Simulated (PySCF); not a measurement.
# Electric properties by functional and basis

C4H5ClGe.
SMILES: `ClC1=[CH][GeH2][CH]=C1`

PySCF, dipoles from the SCF density, polarisabilities from static response with core orbitals frozen. Geometry: PBE0-D3(BJ)/def2-SVP; no solvent, vibrations or thermal averaging. Relativistic effects, spin–orbit coupling among them, are left out although an element past zinc is present.

The anisotropy is √(½[(α1 − α2)² + (α2 − α3)² + (α3 − α1)²]).

```csv
level,μ (D),α (Å³),anisotropy (Å³)
LDA/def2-SVPD,1.501,13.88,8.05
PBE/def2-SVPD,1.466,13.72,8.01
B3LYP/def2-SVPD,1.523,13.37,7.59
PBE0/def2-SVPD,1.554,13.21,7.48
BHandHLYP/def2-SVPD,1.614,12.92,7.16
CAM-B3LYP/def2-SVPD,1.577,13.10,7.25
wB97X-D/def2-SVPD,1.609,13.08,7.16
LC-wPBE/def2-SVPD,1.622,12.70,6.92
HF/def2-SVPD,1.674,12.54,6.76
PBE0/6-31G*,1.563,10.81,8.19
PBE0/def2-SVP,1.367,11.16,7.68
PBE0/aug-cc-pVDZ,1.521,13.41,7.50
PBE0/def2-TZVP,1.413,12.69,7.77
PBE0/def2-TZVPD,1.474,13.47,7.57
```

The dipole runs from 1.37 D (PBE0/def2-SVP) to 1.67 D (HF/def2-SVPD). No reference polarisability is at hand; against PBE0 in the largest diffuse basis at hand (def2-TZVPD) the other PBE0 rows deviate by 6-31G* -20%, def2-SVP -17%, def2-SVPD -2%, aug-cc-pVDZ 0%, def2-TZVP -6%. In one basis (def2-SVPD) the functionals order the polarisability from HF (lowest) to LDA (highest), a spread of 11%. With PBE0 the polarisability is 11.55 Å³ without diffuse functions (mean of 6-31G*, def2-SVP and def2-TZVP) and 13.37 Å³ with them (mean of def2-SVPD, aug-cc-pVDZ and def2-TZVPD).
